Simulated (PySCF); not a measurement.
Computed properties of BrHSSn, SMILES [SH][Sn][Br]

Sn(Br)(SH) (BrHSSn), SMILES [SH][Sn][Br] (connectivity only; charge and spin as stated), neutral, multiplicity 1. Geometry: r2SCAN-D4/def2-SVP. The def2 effective core potentials stand for the cores of Sn; spin–orbit coupling is left out. The values are those of a single conformer. All values are computed for the isolated molecule unless a solvent is named; none is compared with measurement here.

**Structure.** The optimised structure has Cs symmetry. All 6 harmonic modes at r2SCAN-D4/def2-SVP (PySCF) are real, so it is a minimum. With heavy atoms numbered as in [Sn:1]([Br:2])[SH:3], the shortest bond between them is Sn1–S3 at 2.455 Å and the longest Sn1–Br2 at 2.545 Å.

**Vibrations.** The strongest infrared lines (harmonic, unscaled, degenerate partners summed) lie at 243 cm⁻¹ (35 km/mol, Br 59 %, Sn 40 %), 336 cm⁻¹ (35 km/mol, S 74 %, Sn 22 %), 327 cm⁻¹ (15 km/mol, H 96 %). The softest mode is at 93 cm⁻¹ and the zero-point energy is 6.2 kcal/mol.

**Electronic structure.** B3LYP/def2-TZVPD (PySCF) places the frontier levels at -7.20 and -3.15 eV, a gap of 4.05 eV, and gives a dipole moment of 3.49 D and a mean polarisability of 92.5 bohr³.

**Excitations.** TDDFT-CAM-B3LYP/def2-SVPD (PySCF) has S1 at 3.37 eV (368 nm, f = 0.014, weak); the most intense of the 10 singlets computed lies at 6.14 eV (f = 0.20). T1 (TDA) is at 2.58 eV. No vertical singlet excitation falls in the visible range (under 3.1 eV).
